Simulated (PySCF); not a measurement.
C7H8O3S.
Numbering: `[CH3:1][O:2][S:3](=[O:4])(=[O:5])[c:6]1[cH:7][cH:8][cH:9][cH:10][cH:11]1` (hydrogens: H12, H13, H14 on C1; H15 on C7; H16 on C8; H17 on C9; H18 on C10; H19 on C11)

Method: TDDFT CAM-B3LYP/def2-SVPD, vertical, gas phase, core orbitals frozen in the response (PySCF 2.14.0, density-fitted response routines). One conformer (not necessarily the lowest) at the PBE0-D3(BJ)/def2-SVP geometry, without solvent, vibrations or thermal averaging. Torsions of this conformer, `[CH3:1][O:2][S:3](=[O:4])(=[O:5])[c:6]1[cH:7][cH:8][cH:9][cH:10][cH:11]1`: C1–O2–S3–O4 -64°, O2–S3–C6–C7 -92°.

Broadening: Gaussians 0.25 eV wide at half height, area fixed by f = 4.319×10⁻⁹ ∫ε dν̃. The cross-section is σ = 3.8235×10⁻²¹ ε cm², given in Mb (10⁻¹⁸ cm²). The width is an assumption, not a result. The curve ends short of the highest state used, and states not computed would add to its high-energy end.

E (eV), σ (Mb) and a bar:
```
     4.99       0.01 
     5.06       0.09 
     5.13       0.48 
     5.21       1.93 
     5.28       4.09 
     5.35       5.62 
     5.42       4.99 
     5.49       2.87 
     5.56       1.07 
     5.64       0.26 
     5.71       0.49 
     5.78       2.56 
     5.85       9.25 #
     5.92      21.69 ##
     5.99      32.92 ###
     6.07      31.14 ###
     6.14      18.62 ##
     6.21       7.21 #
     6.28       1.81 
     6.35       0.30 
     6.42       0.07 
     6.50       0.30 
     6.57       1.63 
     6.64       8.34 #
     6.71      35.53 ###
     6.78     110.06 #########
     6.85     235.44 ####################
     6.92     347.55 #############################
     7.00     361.54 ##############################
     7.07     290.40 ########################
```

Q: Where are the band maxima, and which computed states make them?

A: 231 nm (5.37 eV), ε about 1500, made up of S1 (100%); 206 nm (6.02 eV), ε about 9000, made up of S2 (100%); 178 nm (6.97 eV), ε about 97000, made up of S4 (53%) and S5 (40%) (ε in L mol⁻¹ cm⁻¹; maxima over ε = 5, shares over 10%). The states used: S1 5.37 eV (f 0.014); S2 6.02 eV (f 0.084); S3 6.72 eV (f 0.0048); S4 6.92 eV (f 0.527); S5 7.00 eV (f 0.374); S6 7.16 eV (f 0.293); S7 7.40 eV (f 0.0089); S8 7.51 eV (f 0.0014); S9 7.65 eV (f 0.0012); S10 7.67 eV (f 0.011).

Q: What would ε be at 6.97 eV, the highest of these maxima, with half the width (0.125 eV)?

A: About 148000 L mol⁻¹ cm⁻¹ against 97400, a factor of about 1.5; a lone state at its own centre would give exactly 2.

Q: On this curve, what absorbance would a 10⁻⁵ mol/L sample give at 193 nm over a 1 cm path?

A: 193 nm is 6.424 eV, where ε is about 18 L mol⁻¹ cm⁻¹, so A = ε c l ≈ 0.00018 (Beer–Lambert, with the gas-phase spectrum and the assumed width).

Q: Coming from long wavelengths, where does ε first pass 100 L mol⁻¹ cm⁻¹?

A: At about 242 nm (5.12 eV), 0.25 eV below S1.

On AMD EPYC 9R45, 2 threads, no GPU, shared host with 96 logical CPUs at a one-minute load of 16, this took 42 s wall, 99 s CPU (with the writing of density and orbital grids) and 2.0 GiB of memory at its peak.
